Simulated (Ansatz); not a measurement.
A nudged elastic band was laid between two geometries of C₃H₆OSe (11 atoms, charge 0, multiplicity 1).

Level of theory: RKS PBE0-D4/def2-SVP (Ansatz 0.2.0).

* movable images: 9
* climbing image: yes
* spring: 5.0 eV/Å²
* optimiser: quadratic models (default)
* start path: through a guess of the saddle point
* force threshold: 0.03 eV/Å
* iteration limit: 60
* end points: relaxed

First end point:

```xyz
11
Properties=species:S:1:pos:R:3
C -0.833 0.906 -0.230
C 0.284 -0.098 -0.158
O 0.731 -0.558 -1.363
C 0.330 -1.092 0.918
Se 1.690 0.287 1.251
H -0.521 1.801 -0.790
H -1.146 1.228 0.771
H -1.692 0.454 -0.756
H 0.967 0.197 -1.914
H 0.741 -2.068 0.645
H -0.486 -1.114 1.646
```

Last end point:

```xyz
11
Properties=species:S:1:pos:R:3
C -0.830 0.908 -0.234
C 0.256 -0.131 -0.180
O 0.514 -0.764 -1.362
C 0.423 -0.980 1.003
Se 1.857 0.363 0.960
H -0.990 1.368 0.749
H -1.766 0.436 -0.576
H -0.570 1.710 -0.943
H 0.691 -0.098 -2.037
H 0.762 -2.002 0.812
H -0.284 -0.866 1.830
```

Question: Which bonds break or form, and what moves?

Answer: No bond is made or broken. The dihedral H7–C1–C2–Se5 goes from -40 to -161°. The two ends are copies of one structure, up to a mirror image or an exchange of like atoms.

Question: Give the energies along the band, and the barrier.

Answer: The forces met the threshold. The highest image is number 7 of 0 to 10, 3.9 kcal/mol above the ends, which have the same energy within 2 meV. The profile has 2 maxima (images 2, 7) with wells between them (image 5): this band takes more than one step, which may be the mechanism or a detour left from its start path. A vibrational analysis at the climbing image gives one clearly imaginary mode, 257i cm⁻¹: a first-order saddle point.

```
image  path coordinate (Å)  energy (kcal/mol)  dihedral H7–C1–C2–Se5 (°)
    0                 0.00                0.0                        -40
    1                 0.73                1.5                        -15
    2                 1.45                3.7                         11
    3                 2.18                3.1                         37
    4                 2.90                0.7                         62
    5                 3.63                0.2                         88
    6                 4.35                2.4                        114
    7                 5.08                3.9                        140
    8                 5.65                2.9                        160
    9                 6.22                1.0                        179
   10                 6.78                0.0                       -161
```

Question: What is the geometry of the highest image?

Answer: 
```xyz
11
Properties=species:S:1:pos:R:3:forces:R:3
C -0.838 0.928 -0.218 0.01 -0.01 0.00
C 0.295 -0.085 -0.149 0.02 0.02 0.00
O 0.812 -0.480 -1.350 -0.01 -0.02 -0.01
C 0.298 -1.143 0.866 -0.01 -0.01 -0.01
Se 1.639 0.207 1.345 0.00 0.00 0.01
H -1.761 0.504 0.207 -0.01 0.00 0.00
H -1.042 1.169 -1.271 -0.01 0.00 0.00
H -0.612 1.855 0.321 0.00 0.00 0.00
H 1.104 0.300 -1.836 0.00 0.00 0.01
H 0.723 -2.102 0.553 0.01 0.00 0.00
H -0.552 -1.210 1.552 0.00 0.00 0.00
```

Time of the run: 7.9 min on 2 threads of Arm Neoverse V1, on a shared host, peak memory 0.3 GiB.
